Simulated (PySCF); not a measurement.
## Electron correlation in Ge²⁺ (germanium, charge +2)

[Ar] 3d10 4s2, closed-shell 1S. Computed with PySCF 2.14 in 6-31G*, with the non-relativistic Hamiltonian (point nucleus). Frozen: [Ar] 3d10; 2 electrons correlated.

Total MP2 correlation energy: -25.26 mhartree.

Same-spin part 0.00 and opposite-spin part -25.26 mhartree; SCS-MP2 scales them by 1/3 and 6/5 to -30.31 mhartree.

With two correlated electrons CCSD is exact within the correlated space (frozen core and kept virtual orbitals).

| level | correlation energy (mhartree) |
| --- | --- |
| CCSD | -37.13 |

Diagnostics: T1 = 0.0027, D1 = 0.0038, largest double amplitude 0.107.

Task: Is a single reference adequate?

Result: Mostly. T1 lies below 0.03, but a double amplitude of this size points to a near-degeneracy that CCSD handles and MP2 describes poorly.
